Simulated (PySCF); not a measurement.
Harmonic spectrum computed at PBE0 in the def2-TZVP basis family (core potentials from Rb on, PySCF, no spin–orbit coupling):

```tsv
ω (cm⁻¹)	IR (km/mol)
650	26.4
1395	66.3
1727	433
```

Problem. Which molecule gave it? In each, all ligands are bound to the one heavy central atom.
A. BF₂⁺ (singlet)
B. CF₂⁺ (doublet)
C. YF₂⁺ (singlet)
D. AsF₂⁺ (singlet)

Solution. B. It has C2v symmetry with C–F 1.214 Å (×2).
